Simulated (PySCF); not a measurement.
Species: H6N3Si2 (doublet state).
Structure used (GFN2-xTB), in Å, numbered top down from 1:
```
atom  x, y, z in Å
N1     2.150   -0.390   -0.577
Si2    0.557    0.151   -0.957
N3    -0.628   -1.008   -0.374
Si4   -1.543    0.105    0.590
N5    -0.276    1.221    0.176
H6     2.321   -0.697    0.372
H7     2.941    0.126   -0.926
H8    -0.850   -1.935   -0.687
H9    -1.552   -0.237    2.009
H10   -2.864    0.446    0.067
H11   -0.251    2.219    0.282
```

The hyperfine couplings belong to this conformer and change with its torsions.

Identity: `N[Si]1N[SiH2]N1` [radical].

Computed with UKS B3LYP, pcH-1 on H N Si, non-relativistic, mean-field spin-orbit, GIAO in PySCF 2.14.0. Isolated species at its GFN2-xTB geometry (one conformer only). A GFN2-xTB geometry isn't a minimum of the functional, and hyperfine couplings can be far from their values at a DFT geometry, by a factor of two or more for some ions and for spin on atoms past the first row. No stability test was run, so a lower SCF solution isn't excluded.

Principal values of hyperfine tensors in MHz (contact, dipolar and spin–orbit terms together), for some of the nuclei:

| atom | isotope | A1 | A2 | A3 |
| --- | --- | --- | --- | --- |
| Si2 | 29Si | -897.89 | -708.42 | -704.12 |
| N1 | 14N | 52.24 | 52.98 | 61.60 |
| H9 | 1H | 38.96 | 39.48 | 42.25 |
| N5 | 14N | 10.70 | 10.94 | 26.15 |
| N3 | 14N | 3.84 | 4.06 | 16.57 |
| H11 | 1H | -14.36 | -9.46 | 4.52 |
| H8 | 1H | -11.94 | -8.00 | 3.75 |
| H7 | 1H | -11.41 | -7.97 | 5.72 |

Q: Split each tensor into its isotropic and traceless parts, and turn a_iso into mT with g = 2.0016.

A: a_iso = (A1 + A2 + A3)/3, Ti = Ai − a_iso; 1 mT corresponds to 28.015 MHz. The tensors hold a spin–orbit part: the run splits a_iso into a_FC + a_SO, and T includes its anisotropic share.

```tsv
atom	a_iso (MHz)	a_FC	a_SO	a_iso (mT)	T1	T2	T3
Si2	-770.14	-771.01	0.87	-27.490	-127.74	61.72	66.02
N1	55.61	55.61	0.00	1.985	-3.37	-2.63	5.99
H9	40.23	40.23	0.00	1.436	-1.27	-0.75	2.02
N5	15.93	15.92	0.01	0.569	-5.23	-4.99	10.22
N3	8.16	8.15	0.01	0.291	-4.32	-4.10	8.41
H11	-6.44	-6.44	0.01	-0.230	-7.92	-3.03	10.95
H8	-5.40	-5.41	0.01	-0.193	-6.54	-2.61	9.15
H7	-4.55	-4.55	0.00	-0.162	-6.86	-3.41	10.27
```

Q: What spin density at the nucleus of N1 lies behind its contact coupling (g_N = 0.40376)?

A: a_FC = (2μ0/3) gₑ μB g_N μN ρ(0)/(2S·h) = 800.24 MHz × g_N × ρ(0)/(2S), with ρ in bohr⁻³. With a_FC = 55.61 MHz and 2S = 1, ρ(0) = 0.1721 bohr⁻³.

Q: H6 (1H, g_N = 5.58569) isn't in the table. Its spin density at the nucleus is 0.01136 bohr⁻³. What is its contact coupling?

A: By the same relation, a_FC = 50.8 MHz. Its full tensor has the principal values 46.00, 49.06, 57.35 MHz.

Q: Name the largest traceless tensor T of the table and describe it.

A: Si2: -127.7, 61.7, 66.0 MHz (the dipolar term alone has -126.9, 61.5, 65.4), nearly axial, close to the ratio +1:+1:−2, the form that spin in one p orbital centred on that nucleus gives (the nuclear moment is negative).

Q: What first-order splitting does N1 cause when the field lies along A1, A2 or A3 of its tensor (g taken as isotropic, no quadrupole term)?

A: 3 lines (I = 1), spaced by |A_i|/(g × 13.996): 1.86, 1.89, 2.20 mT along the axes of A1, A2 and A3.
